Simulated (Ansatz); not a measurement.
Cartesian coordinates (Å):
```xyz
4

O     -0.7871    -0.1429     0.4296
S      0.6531     0.6676     0.1677
H     -1.2823    -0.1347    -0.3992
H      1.4155    -0.3876    -0.1947
```
Charge 0, multiplicity 1.

Computed with frozen-core CCSD(T)/cc-pVTZ // B3LYP-D3(BJ)/def2-TZVP (Ansatz, a program for electronic structure).

| Property | Result |
|---|---|
| HF energy | -473.57130 Ha |
| MP2 correlation energy | -0.42392 Ha |

Estimate the CCSD correlation energy, the (T) correction, the total energy and the T1 diagnostic.


| Item | Value |
|---|---|
| CCSD correlation energy | -0.44536 Ha |
| (T) correction | -0.01720 Ha |
| CCSD(T) total energy | -474.03387 Ha |
| T1 diagnostic | 0.012 |
